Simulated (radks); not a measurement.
Numerical settings for the rubidium ion Rb3+, [Ar] 3d10 4s2 4p4. Calculated with a radial shooting solver on a logarithmic mesh with Libxc functionals: Dirac Kohn-Sham, PBE, spin-unpolarised, spherical densities, finite nucleus; open shells are shared between the two j in proportion to 2j + 1; Fermi nuclear charge, rms radius 4.2036 fm. The defaults (mesh step 0.008 in ln r, mesh end at 40 bohr or more with all orbitals vanishing there, Anderson mixing 0.5 over 9 steps, residual threshold near 1e-9 with the energy settled to 1e-9 hartree or 1e-11 of itself, here a cap of 55 iterations) give E = -2978.7813 hartree and 4p3/2 at -46.389 eV in 14 iterations. Run on one thread of a shared host, so times are rough (Arm Neoverse N1): 0.13 s of CPU time, 0.13 s wall, 14 iterations on 2189 mesh points. Changes against that run (0 stands for a change within the tolerance of the run):

setting                     iterations  converged  E (mhartree)  e(4p3/2) (meV)  CPU (s)
mesh step in ln r 0.05              14        yes      -0.00462         -0.0116     0.04
mesh step in ln r 0.03              14        yes             0               0     0.05
mesh step in ln r 0.003             16        yes             0               0     0.34
mesh end (bohr) 12                  14        yes             0               0     0.13
mesh end (bohr) 3                   14        yes          +323       +4.25e+03     0.12
residual threshold 0.1               9        yes             0          +0.344      0.1
residual threshold 0.01              9        yes             0          +0.344      0.1
mixing 2.5                          18        yes             0               0     0.16
linear mixing, mixing 0.05          55         no        +0.959            -906     0.42
linear mixing, mixing 0.2           55         no             0         -0.0266     0.36
mixing history 20                   20        yes             0               0     0.17
iteration cap 2                      2         no     +2.26e+03       -2.53e+04     0.03

Settings that end as converged yet miss the energy by more than 1 mhartree: mesh end (bohr) 3 (+0.323 hartree). A mesh that ends early acts as a hard wall.
